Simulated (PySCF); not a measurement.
# Unknown compound

Molecular formula: C7H9Cl3. Simulated spectra:

¹H NMR (600 MHz, computed): δ 6.13 (s, 1H), 4.37 (m, 1H), 2.46 (m, 1H), 2.44 (m, 1H), 2.21 (m, 1H), 2.15 (m, 1H), 1.63 (m, 1H), 1.63 (m, 1H), 1.48 (m, 1H).

¹³C{¹H} NMR (computed): δ 90.8 (CH), 63.7 (CH), 47.8 (CH2), 43.7 (CH2), 41.7 (C), 31.6 (CH), 14.4 (CH2).

PySCF 2.14 calculation with structure optimised with GFN2-xTB and GIAO PBE0/pcSseg-1 shieldings; gas phase, relativity neglected, single conformer.

References, each an isolated molecule treated in the same way: ¹H, ¹³C against TMS.

**Question.** Propose a structure and justify it.

**Answer.** 
1. Rings plus π bonds: 2 (2 rings in the answer).
2. 7 carbon signals for 7 carbons: no two carbons are equivalent.
3. Carbon types of the structure: 1 × C, 3 × CH, 3 × CH2, which accounts for all hydrogens.
4. δC 90.8: sp3 CH bonded to 2 Cl; 2 electronegative neighbours deshield it.
5. δC 63.7: sp3 CH bonded to Cl; deshielded by the electronegative neighbour.
6. δC 47.8, 43.7: sp3 CH2 in a ring; saturated and bonded to C and H only.
7. δC 41.7, 31.6, 14.4: three-membered-ring carbon.
8. δH 6.13: hydrogen on an sp3 CH bonded to 2 Cl; its carbon carries Cl, hence the downfield position.
9. δH 4.37: hydrogen on an sp3 CH bonded to Cl; its carbon carries Cl, which withdraws density.
10. δH 1.63, 1.63, 1.48: hydrogen on a three-membered-ring carbon.

These data were computed for SMILES [C@@]12(C(Cl)Cl)C[C@H](Cl)C[C@@H]1C2.

The shifts were computed for this structure.

Carbons that carry Cl, above all several Cl atoms, come out too deshielded, partly because spin–orbit coupling is missing. Shifts are as computed. Against solution values, carbons near 30 ppm lie about +3 ppm off and those near 130 ppm about +5 ppm; carbons on Cl a further +6 ppm. Of 1211 compounds with measured shifts, 218 miss one by over three times the rms of a fit or turn the order of signals round; such compounds aren't used in these exercises. No couplings were computed; multiplicities are counted from neighbouring protons, with m where these are inequivalent, close in shift, in a saturated or five-membered ring or joined by F or P, and br s for small geminal =CH2 splittings.
